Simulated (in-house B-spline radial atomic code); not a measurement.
Cd. Computed with a B-spline radial atomic code. Model: non-relativistic spherical atom: semilocal Troullier-Martins pseudo-atom, one channel per l, against all electrons, high spin, G0W0 and RPA with empty states to l = 8, local potential for every l without a channel, a model core (radius 0 = none) keeps its share of the functional.

The core holds an angular momentum without a channel of its own, so the local potential lets valence electrons into it.

Without relativity these are model numbers for so heavy an element.

What the tables leave out is listed at the end.

The pseudopotential gives back the lowest level of each angular momentum of its own functional in the configuration it was made in; a second state of the same l is only approximately right. Exact exchange, RPA and GW see the smooth pseudo-orbitals and miss the exchange with the core, for which the functional's share stands in. The column with an uncorrelated core keeps all orbitals and exact exchange, and so separates missing core correlation from pseudisation. Only the three outermost levels and the lowest empty one were computed. RPA here is direct RPA, with no exchange kernel, and its energies carry an (l + 1/2)⁻⁴ tail. A hybrid on a potential with a model core restores only its own semilocal share of the core's exchange.

Command:
```bash
python run_psgw.py task.json out
```
Settings (lengths in bohr, energies in hartree):
```
Z                      48
electrons              48
configuration          [Kr] 4d10 5s2
generated_in           [Kr] 4d10 5s2
functional             pbe,pbe
core_shells            9
radius_factor          1.3
core_correction        False
ion_configuration      [Kr] 4d10 5s1
```

Cost of the run: 40 s on 1 thread of Intel(R) Xeon(R) Platinum 8488C (Sapphire Rapids), on a shared host.

Given: made with PBE; model core radius 0 bohr; local radius 3.206 bohr; mean-field start PBE.

Valence shells of the generating configuration: 5s.

Channel: s 3.172, p 3.4 (radii in bohr).

Computed: largest level miss in the spin-unpolarised generating configuration 0 eV; valence RPA correlation energy all-electron orbitals -0.063581 hartree; valence RPA correlation energy pseudo -0.070218 hartree; pseudo-atom RPA polarisability 43.835 bohr³; ionisation by mean-field pseudo minus all -0.369 eV; ionisation by RPA all-electron 8.8345 eV; ionisation by RPA pseudo minus all -0.182 eV.

```json
{"level": "5s", "occupied": "1", "mean-field all-electron (eV)": "-5.2787", "mean-field pseudo minus all (eV)": "0", "G0W0 all-electron (eV)": "-8.4767", "G0W0 uncorrelated core minus all (eV)": "0.67", "G0W0 pseudo minus all (eV)": "0.251", "exchange self-energy all-electron (eV)": "-10.99", "exchange self-energy pseudo (eV)": "-8.1405"}
```

Task: What is the all-electron RPA polarisability, core included?

Result: 44.319 bohr³.

Task: What is the ionisation by mean-field all-electron?

Result: 8.5068 eV.

Given: mean-field start PBE0.

Computed: valence RPA correlation energy all-electron orbitals -0.0546 hartree; valence RPA correlation energy pseudo -0.060352 hartree; all-electron RPA polarisability, core included 39.588 bohr³; pseudo-atom RPA polarisability 37.895 bohr³; ionisation by mean-field pseudo minus all -0.098 eV; ionisation by RPA all-electron 8.6607 eV.

```json
{"level": "5s", "occupied": "1", "mean-field all-electron (eV)": "-5.9494", "mean-field pseudo minus all (eV)": "-0.076", "G0W0 all-electron (eV)": "-8.536", "G0W0 uncorrelated core minus all (eV)": "0.687", "G0W0 pseudo minus all (eV)": "0.202", "exchange self-energy all-electron (eV)": "-10.783", "exchange self-energy pseudo (eV)": "-8.1446"}
```

Task: What is the ionisation by mean-field all-electron?

Result: 8.2504 eV.

Task: What is the ionisation by RPA pseudo minus all?

Result: -0.181 eV.

Given: mean-field start Hartree-Fock.

Computed: valence RPA correlation energy all-electron orbitals -0.038232 hartree; pseudo-atom RPA polarisability 29.156 bohr³; ionisation by mean-field all-electron 6.9121 eV; ionisation by mean-field pseudo minus all 0.435 eV; ionisation by RPA all-electron 8.2428 eV; ionisation by RPA pseudo minus all -0.082 eV.

```tsv
level	occupied	mean-field all-electron (eV)	mean-field pseudo minus all (eV)	G0W0 all-electron (eV)	G0W0 uncorrelated core minus all (eV)	G0W0 pseudo minus all (eV)	exchange self-energy all-electron (eV)	exchange self-energy pseudo (eV)
5s	1	-7.2071	-0.407	-8.4486	0.609	0.124	-9.8946	-8.0417
```

Task: What is the all-electron RPA polarisability, core included?

Result: 34.711 bohr³.

Task: What is the valence RPA correlation energy pseudo?

Result: -0.042676 hartree.

Among the listed levels the largest G0W0 shift of the pseudo-atom is +0.25 eV, for 5s on the PBE start, while leaving the core uncorrelated moves that level by +0.67 eV. The rest, -0.42 eV, comes from pseudisation and the lost core exchange. Not in the tables (levels of low weight, unsolved or above zero; the highest and the empty levels are kept at any weight): on PBE the G0W0 levels 5p (pseudo minus all -0.05 eV, weights 0.88 and 0.90); on PBE0 the G0W0 levels 5p (pseudo minus all +0.01 eV, weights 0.92 and 0.93).
